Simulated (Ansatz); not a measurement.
This geometry of ClH + ClHOZn (6 atoms, charge 0, multiplicity 1) is a first-order saddle point.

The calculation used RHF/def2-SVP in Ansatz 0.2.0.

```xyz
6
Properties=species:S:1:pos:R:3
Zn 0.145 0.035 -0.018
O -0.086 -0.034 1.817
H -0.810 -0.236 2.386
Cl -0.343 -0.095 -2.101
Cl 2.414 0.664 1.126
H 1.318 0.357 1.917
```

Problem. Which two structures does it join? (They come from a converged band through this point; their orientation in space is the band's.)

Solution. Bonds broken: Cl5–H6. Bonds formed: Zn1–Cl5, O2–H6. ClH + ClHOZn becomes Cl2H2OZn.

First end point:

```xyz
6
Properties=species:S:1:pos:R:3
Zn -0.015 -0.010 0.032
O -0.179 -0.060 1.838
H -0.959 -0.280 2.321
Cl -0.300 -0.084 -2.088
Cl 2.498 0.690 1.063
H 1.593 0.435 1.961
```

Last end point:

```xyz
6
Properties=species:S:1:pos:R:3
Zn 0.887 0.251 -0.120
O -0.003 -0.005 1.779
H -0.898 -0.262 1.952
Cl -0.722 -0.210 -1.503
Cl 2.913 0.818 0.419
H 0.461 0.100 2.599
```

Problem. How far does it lie above each of them?

Solution. 3.6 kJ/mol above the first and 166.0 kJ/mol above the second. This is the barrier of this one path; another mechanism may lie lower. The orbitals stay closed-shell, which can raise the energy where a bond breaks towards radicals; this wasn't checked here.

Run time: 67 s on 1 thread of AMD EPYC 9R45 96-Core Processor (Zen 5) (shared host), peak memory 0.21 GiB.
